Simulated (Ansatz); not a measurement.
`CB(F)F` + dimethylamine → `CN(C)B(F)F` + CH₄  (ligand exchange at a B–C bond)

Gas-phase electronic energies from Ansatz, PBE0-D4/def2-TZVP geometries. CCSD(T)/CBS adds triple-zeta CCSD(T) − MP2 to the extrapolated MP2 energy (def2 sets, frozen cores). This one scheme is used for every species. Functionals use def2-TZVPP. B3LYP here is the variant with VWN-RPA as its local correlation; programs differ in this. One conformer a species, not always the lowest.

CCSD(T)/CBS gives -27.6 kcal/mol.

(1) Another level gave -27.1 kcal/mol. Which?
A. PBE/def2-TZVPP
B. B3LYP/def2-TZVPP
C. B3LYP-D4/def2-TZVPP
D. revPBE/def2-TZVPP

Largest T1 diagnostic among the species: 0.012.

Results:

(1) B. B3LYP -27.1, B3LYP-D4 -28.4, revPBE -24.6, PBE -26.0 kcal/mol.

From BLYP to BHLYP (50 % exact exchange), in def2-TZVPP and without D4, ΔE moves by −1.5 kcal/mol. At CCSD(T), def2-SVP lies −3.0 kcal/mol from the extrapolated value and def2-TZVPP −0.2 kcal/mol. The D4 term adds −1.3 kcal/mol with B3LYP and −0.8 kcal/mol with PBE0; it sums over pairs of atoms, weighted by their polarisabilities, and B3LYP, whose exchange is more repulsive, gets the larger term.
